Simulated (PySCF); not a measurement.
Isomers of C7H10O, one GFN2-xTB conformer each. Single-point energies are computed at PBE0/pcSseg-1 (PySCF, gas phase, no added dispersion term), electronic only.

Question: Rank them by PBE0/pcSseg-1 energy, lowest first (kcal/mol).
A. `[CH2:1]=[C:2]([CH3:3])[C:4]1=[CH:5][CH2:6][O:7][CH2:8]1` with C1–C2–C4–C5 180°
B. `[CH3:1][O:2][CH:3]1[CH:4]=[CH:5][CH2:6][CH:7]=[CH:8]1` with C1–O2–C3–C4 -159°, O2–C3–C4–C5 -147°, C4–C5–C6–C7 21°, C5–C6–C7–C8 -21°, O2–C3–C8–C7 144°
C. `[CH3:1][C@@H:2]([OH:3])[CH:4]1[CH:5]=[CH:6][CH:7]=[CH:8]1` with C1–C2–O3–H 57°, C1–C2–C4–C5 63°
D. `[CH3:1][CH2:2][CH2:3][c:4]1[cH:5][cH:6][cH:7][o:8]1` with C1–C2–C3–C4 63°, C2–C3–C4–C5 71°
E. `[CH2:1]=[C:2]([CH2:3][C:4]1=[CH:5][CH2:6]1)[O:7][CH3:8]` with C1–C2–C3–C4 97°, C2–C3–C4–C5 0°, C1–C2–O7–C8 -4°
F. `CC1=COC=C(C)C1`
G. `[CH:1]#[C:2][CH2:3][C:4](=[CH2:5])[O:6][CH2:7][CH3:8]` with C2–C3–C4–C5 -79°, C3–C4–O6–C7 -176°, C4–O6–C7–C8 178°
H. `[CH2:1]=[CH:2][C:3]([CH3:4])([CH:5]=[CH2:6])[CH:7]=[O:8]` with C1–C2–C3–C4 -159°, C2–C3–C5–C6 142°, C2–C3–C7–O8 104°
I. `[CH3:1][O:2][CH2:3][C:4]1=[CH:5][CH2:6][CH:7]=[CH:8]1` with C1–O2–C3–C4 -65°, O2–C3–C4–C5 120°

Answer: D (0.0), F (9.3), C (15.3), A (20.9), I (23.0), B (25.4), H (30.7), G (55.9), E (69.2).

As drawn, the lowest has an aromatic ring, which the highest lacks; the highest has a three-membered ring and a C=C bond outside aromatic rings, which the lowest lacks. Neighbours under 2.5 kcal/mol apart (C=C(C)C1=CCOC1 and COCC1=CCC=C1; COCC1=CCC=C1 and COC1C=CCC=C1) can change places with a better method, another conformer or zero-point energy. GFN2-xTB itself gives, in the same order: 0.0, 10.1, 24.2, 25.7, 26.5, 30.8, 51.9, 57.9, 74.4. Both levels put the same isomer lowest; measured from each level's own lowest isomer, the values differ by up to 21.2 kcal/mol (C=CC(C)(C=C)C=O: 51.9 against 30.7).

Q: Which frontier levels, dipoles and rotational constants go with these structures?

A: 
```csv
SMILES,"HOMO (eV, PBE0/pcSseg-1)",LUMO (eV),dipole (D),"A, B, C (MHz)"
CCCc1ccco1,-6.28,0.47,0.62,"4363, 1375, 1290"
CC1=COC=C(C)C1,-5.84,0.49,1.24,"3468, 1752, 1189"
C[C@@H](O)C1C=CC=C1,-6.51,-0.78,1.28,"4036, 1537, 1444"
C=C(C)C1=CCOC1,-6.53,-0.86,1.97,"4395, 1478, 1130"
COCC1=CCC=C1,-6.44,-0.53,1.81,"4510, 1305, 1244"
COC1C=CCC=C1,-7.08,0.44,1.41,"4743, 1451, 1161"
C=CC(C)(C=C)C=O,-7.29,-0.94,2.60,"2139, 2011, 1532"
C#CCC(=C)OCC,-6.64,0.61,1.33,"3878, 1066, 950.6"
C=C(CC1=CC1)OC,-6.60,0.56,1.49,"4212, 1168, 1067"
```
